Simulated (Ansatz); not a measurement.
Isolated molecules relaxed with PBE0-D4/def2-TZVP in Ansatz; ΔE leaves out vibrations. CBS: MP2 limit from def2 TZ/QZ plus the TZ coupled-cluster correction, frozen cores. This one scheme is used for every species. For Se outer-core shells are correlated without core-valence functions, which leaves a few kJ/mol of doubt a bond. Scalar relativity is left out up to krypton. Each species was taken in one conformer, which may not be the lowest.

Consider the redistribution: `CB(O)[SeH]` + `O[SiH2]CCl` → `ClC[SiH2][SeH]` + `CB(O)O`.

```tsv
level	ΔE (kcal/mol)
HF/def2-TZVPP	-7.6
HF/def2-QZVPP	-7.5
```

Problem. What does CCSD(T)/CBS give? (An estimate is asked.)

Solution. Ansatz gave: -6.8 kcal/mol. The listed levels differ from it by -0.8, -0.7 kcal/mol.

Largest T1 diagnostic among the species: 0.012.

In def2-TZVPP, CCSD(T) changes the Hartree–Fock value by +1.1 kcal/mol (the triples alone add +0.1 kcal/mol) and MP2 by +1.5 kcal/mol.
